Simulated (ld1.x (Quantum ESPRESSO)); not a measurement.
Configuration tests for samarium (Sm) (TM)

ld1.x (Quantum ESPRESSO) 7.5 input, shortened:

```
&input
   title='Sm', zed=62., rel=2, dft='PBESOL', iswitch=3,
   config='[Xe] 4f6 5d0 6s2 6p0', rel_dist='average'
 /
 &inputp
   pseudotype=2, tm=.true., lloc=2,
   nlcc=.false.
 /
4
6S  1  0   2.00   0.00  3.90  3.90  0.0
6P  2  1   0.00   0.00  4.20  4.20  0.0
4F  4  3   6.00   0.00  0.85  0.85  0.0
5D  3  2   0.00   0.00  3.80  3.80  0.0
 &test
   configts(1)='4f6 5d0 6s2 6p0'
 /
```

Open shells are filled in proportion to 2j + 1 (rel_dist='average').

Energies are relative to the spin-unpolarised reference configuration 4f6 5d0 6s2 6p0; without spin polarisation the order of configurations can differ from experiment. Not all tests gave a result: 1 of 7 tests not solved or not reliable. Left out of the table: 4f7 5d0 6s0 6p0 (solver errors, printed error -531 eV). The d channel is local and has no spin–orbit splitting in the pseudo-atom. The frozen-core shift is the all-electron ΔE with the core orbitals held at their reference shape minus the fully relaxed ΔE.

| valence configuration | charge | ΔE all-electron (eV) | error AE − PS (meV) | frozen-core shift (meV) |
| --- | --- | --- | --- | --- |
| 4f6 5d0 6s1 6p0 | +1 | 5.965 | -6.6 | +7.0 |
| 4f6 5d0 6s0 6p0 | +2 | 16.953 | +184 | +63 |
| 4f5 5d0 6s0 6p0 | +3 | 40.769 | -986 | +1869 |
| 4f6 5d0 6s0 6p2 | 0 | 5.015 | +73 | +18 |
| 4f6 5d0 6s0 6p1 | +1 | 9.079 | +266 | +27 |

Problem. What are ΔE and the potential's error for 4f6 5d1 6s1 6p0?

Solution. ΔE = 2.010 eV all-electron; the error (AE − PS) is +33 meV.

These tests converged, but a pseudo level misses the all-electron one widely, so the file describes the atom poorly there or has found another state: 4f5 5d0 6s0 6p0: 4f by 2.9 eV. ld1.x printed “convergence not achieved” for 2 of the counted tests; their residual had stalled under 1e-8, short of the target of 1e-14.

Note: ghost state, extra bound levels that the all-electron valence spectrum of the same l lacks: s at -14.2 eV. A true bound ghost makes a file unfit for plane-wave use.
